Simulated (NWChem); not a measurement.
C4H8O; SMILES C1C(O)(C1)C

```xyz
13

C      1.0655     1.1783    -0.0169
C     -0.0429     0.1583    -0.0067
O     -1.3241     0.7044    -0.0572
C      0.1236    -1.1325     0.7476
C      0.1008    -1.1199    -0.7611
H      0.9806     1.8224    -0.9058
H      2.0556     0.7000    -0.0250
H      1.0137     1.8231     0.8771
H     -1.4763     1.1634     0.7766
H      1.0715    -1.3311     1.2562
H     -0.7633    -1.5213     1.2550
H     -0.8030    -1.4898    -1.2512
H      1.0318    -1.3073    -1.3029
```
Atoms are numbered in this order, from 1.

Geometry: optimised at PBE0/def2-SVP. No frequency run checked for a minimum.

**Question.** List the 6 lowest vertical singlet excitations from CAM-B3LYP/6-31G* (spherical d), TDA (NWChem).

**Answer.** 
```
state  energy (eV)  oscillator strength  leading excitation (squared amplitude)
-----  -----------  -------------------  --------------------------------------
S1            7.98                0.005                      HOMO → LUMO (0.85)
S2            8.92                0.025                    HOMO−1 → LUMO (0.56)
S3            9.16                0.020                    HOMO → LUMO+1 (0.47)
S4            9.46                0.013                    HOMO → LUMO+2 (0.65)
S5            9.77                0.043                  HOMO−1 → LUMO+1 (0.59)
S6           10.02                0.017                  HOMO−1 → LUMO+2 (0.69)
```
